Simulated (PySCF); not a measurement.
**Calculated NMR parameters of C#Cc1cpc([SiH3])n1C**

```
Formula                               : C6H8NPSi
SMILES                                : C#Cc1cpc([SiH3])n1C
InChI                                 : InChI=1S/C6H8NPSi/c1-3-5-4-8-6(9)7(5)2/h1,4H,2,9H3
Point group of the computed structure : C1
Carbon signals                        : 6
Proton signals                        : 4
```

Atom-mapped SMILES (the numbers label the heavy atoms): `[CH:1]#[C:2][c:3]1[cH:4][p:5][c:6]([SiH3:7])[n:8]1[CH3:9]`; H(Xn) means a hydrogen on atom n.

Theoretical values (PySCF 2.14): geometry: GFN2-xTB, shielding tensors at PBE0/pcSseg-1 (GIAO). Single conformer, non-relativistic Hamiltonian, no solvent model, fast rotation and ring inversion assumed for equivalent nuclei.

Scale: ¹H (σ = 31.72 ppm), ¹³C (σ = 186.93 ppm), ²⁹Si (σ = 349.16 ppm) against TMS; ³¹P (σ = 318.38 ppm) vs H3PO4; ¹⁵N (σ = 267.73 ppm) vs NH3 (reference shieldings calculated alike).

| carbon | δC, type | δH (multiplicity) | HMBC from (2–3 bonds) | span of the C tensor (ppm) |
| --- | --- | --- | --- | --- |
| C1 | 94.4, CH | 3.37 (s) | – | 168 |
| C2 | 80.2, C | – | H(C4), H(C1) | 291 |
| C3 | 133.9, C | – | H(C4), H(C9), H(C1) | 134 |
| C4 | 150.7, CH | 8.05 (m) | – | 239 |
| C6 | 164.7, C | – | H(C4), H(Si7), H(C9) | 241 |
| C9 | 38.7, CH3 | 4.15 (s) | – | 54 |

Other nuclei:
| atoms | nucleus | environment | δ (ppm) | σ (ppm) |
| --- | --- | --- | --- | --- |
| H(Si7) | ¹H | hydrogen on a silicon bonded to C | 4.68 | 27.03 |
| P5 | ³¹P | phosphorus bonded to 2 C, in a 5-membered ring | 176.5 | 141.9 |
| Si7 | ²⁹Si | silicon bonded to C, 3 H | -85.7 | 434.8 |
| N8 | ¹⁵N | pyrrole-type ring nitrogen | 211.6 | 56.1 |

1. δC 164.7, 133.9: substituted aromatic carbon next to a ring nitrogen.
2. δC 150.7: aromatic CH.
3. δC 94.4: terminal alkyne carbon; the triple bond shields along its axis, which puts it between sp3 and sp2 carbons.
4. δC 80.2: alkyne carbon; the triple bond shields along its axis, which puts it between sp3 and sp2 carbons.
5. δH 8.05: hydrogen on an aromatic CH; ring-current deshielding.

Splittings by ³¹P in the carbon and heteronuclear signals aren't shown, as no couplings were computed. Shifts are as computed. Against solution values, carbons near 30 ppm lie about +3 ppm off and those near 130 ppm about +5 ppm. Of 1211 compounds with measured shifts, 218 miss one by over three times the rms of a fit or turn the order of signals round; such compounds aren't used in these exercises. Experimental scales use liquid or dissolved standards, which lie at an offset from isolated NH3 (liquid NH3: subtract about 20 ppm) and H3PO4. Unscaled 15N shifts of sp2 nitrogen come out 20 to 40 ppm too high even then. Multiplicities follow the n + 1 count of equivalent neighbours, as no J values were calculated; m marks all less simple cases, F and P coupling included.
